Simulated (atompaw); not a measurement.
**phosphorus: one change to a PAW (atompaw) potential, before and after**

atompaw 4.2.0.5 input, output lines left out:

```
P 15
GGA-PBE scalarrelativistic loggrid 1500 logderivrange -4 5 226
3 3 0 0 0 0
3 1 1
0 0 0
c
c
v
c
v
1
1.50 1.30 1.10 0.80
y
-1.8
n
y
-1.5
n
custom polynom vanderbiltortho besselshape
bessel
1.50
1.50
1.50
1.35
```

All-electron outer shells of the reference configuration (PBE, scalar-relativistic, ld1.x):

```tsv
shell	level (eV)	outermost node (bohr)	outermost maximum (bohr)
3s	-33.96	0.65	1.52
3p	-24.28	0.63	1.68
```

Change: all radii scaled by about 1.24 (s 1.86, p 1.86 bohr); local potential bessel scheme, radius 1.36 bohr; augmentation besselshape compensation charge, radius 1.60 bohr; PAW radius 1.86 bohr; waves and projectors: custom polynom vanderbiltortho; core correction smooth core density matched at 0.98 bohr.

Cutoffs: the cutoffs (Ry, on a coarse ladder) from which the occupation-weighted sum of valence levels, in a spherical-Bessel basis at the reference potential, stays within 10 and 1 mRy of its value at 400 Ry; they do not see the model core or the augmentation charge, which bear on the density cutoff.

What does the change do?

The potential gets softer (12 Ry and 35 Ry → 12 Ry and 18 Ry); the bound ghost in s disappears. A larger radius leaves more room for a smooth pseudo-wave, so fewer plane waves are needed.

```csv
quantity,base,changed
"cutoff, loose",12 Ry,12 Ry
"cutoff, tight",35 Ry,18 Ry
loose cutoff by channel (10 mRy a level),"s 10 Ry, p 8 Ry","s 8 Ry, p 10 Ry"
bound ghosts,s,none
lowest overlap eigenvalue by channel,"s 0.27, p 0.01","s 0.19, p 0.65"
```

 A true bound ghost makes a file unfit for plane-wave use even where its test errors are small: the radial tests pick states by their node count and pass the ghost by. The cutoffs see the waves, projectors and local potential, not the compensation charge or the core.
